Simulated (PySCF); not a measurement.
**Mn (manganese, neutral): UHF calculation**

Configuration: [Ar] 3d5 4s1 4p1, high-spin 8P determinant (an excited configuration). Calculation: PySCF 2.14, in x2c-TZVPPall with one added diffuse shell each of s, p, d, f type (7s6p5d3f1g, 80 functions); the spin-free X2C one-electron Hamiltonian (Gaussian nucleus).

| Quantity | Value |
| --- | --- |
| Total energy | -1157.333096 hartree |
| One-electron energy | -1594.0209 hartree |
| Hartree (Coulomb) energy | 488.2340 hartree |
| Exchange energy | -51.5462 hartree |
| ⟨S²⟩ | 15.7503 |
| ⟨L²⟩ | 2.031 |
| Sum of ⟨r⟩ | 22.19 bohr |
| Sum of ⟨r²⟩ | 46.80 bohr² |
| Traceless quadrupole moment −½Σ⟨3z² − r²⟩ along its main axis | -8.53 e·bohr² |
| Langevin diamagnetic susceptibility | -37.1 ×10⁻⁶ cm³/mol |

```json
{"shell": "1s α", "electrons": "1", "mean orbital energy (eV)": "-6599.6", "spread (eV)": "0", "rms radius, mean of both spins (bohr)": "0.0703"}
{"shell": "1s β", "electrons": "1", "mean orbital energy (eV)": "-6599.5", "spread (eV)": "0", "rms radius, mean of both spins (bohr)": "0.0703"}
{"shell": "2s α", "electrons": "1", "mean orbital energy (eV)": "-806.41", "spread (eV)": "0", "rms radius, mean of both spins (bohr)": "0.302"}
{"shell": "2s β", "electrons": "1", "mean orbital energy (eV)": "-802.78", "spread (eV)": "0", "rms radius, mean of both spins (bohr)": "0.302"}
{"shell": "2p α", "electrons": "3", "mean orbital energy (eV)": "-680.01", "spread (eV)": "0.027", "rms radius, mean of both spins (bohr)": "0.273"}
{"shell": "2p β", "electrons": "3", "mean orbital energy (eV)": "-676.43", "spread (eV)": "0.071", "rms radius, mean of both spins (bohr)": "0.273"}
{"shell": "3s α", "electrons": "1", "mean orbital energy (eV)": "-112.34", "spread (eV)": "0", "rms radius, mean of both spins (bohr)": "0.915"}
{"shell": "3s β", "electrons": "1", "mean orbital energy (eV)": "-100.95", "spread (eV)": "0", "rms radius, mean of both spins (bohr)": "0.915"}
{"shell": "3p α", "electrons": "3", "mean orbital energy (eV)": "-75.659", "spread (eV)": "0.034", "rms radius, mean of both spins (bohr)": "0.987"}
{"shell": "3p β", "electrons": "3", "mean orbital energy (eV)": "-62.048", "spread (eV)": "0.283", "rms radius, mean of both spins (bohr)": "0.987"}
{"shell": "3d α", "electrons": "5", "mean orbital energy (eV)": "-18.189", "spread (eV)": "0.194", "rms radius, mean of both spins (bohr)": "1.30"}
{"shell": "4s α", "electrons": "1", "mean orbital energy (eV)": "-9.637", "spread (eV)": "0", "rms radius, mean of both spins (bohr)": "3.34"}
{"shell": "4p α", "electrons": "1", "mean orbital energy (eV)": "-5.095", "spread (eV)": "0", "rms radius, mean of both spins (bohr)": "4.36"}
```

Densities and radii are taken from the X2C orbitals without a picture-change correction, which distorts them close to the nucleus.

Spin-orbit constants ζ (cm⁻¹) from the X2C one-electron operator on these orbitals: bare nucleus, nucleus screened by l(l+1)(2l+1)/3 electrons, and screened by the Breit-Pauli mean field of the electrons.

```tsv
shell	bare	screened nucleus	mean field
2p	59120	54390	52210
3p	7117	6548	6246
3d	594.9	357.0	316.6
4p	252.6	232.4	219.4
```

To first order the Landé constant is A = 31.34 cm⁻¹, so the lowest level has J = 5/2 and lies 0.0175 eV below the centre of the term. This holds in LS coupling only.
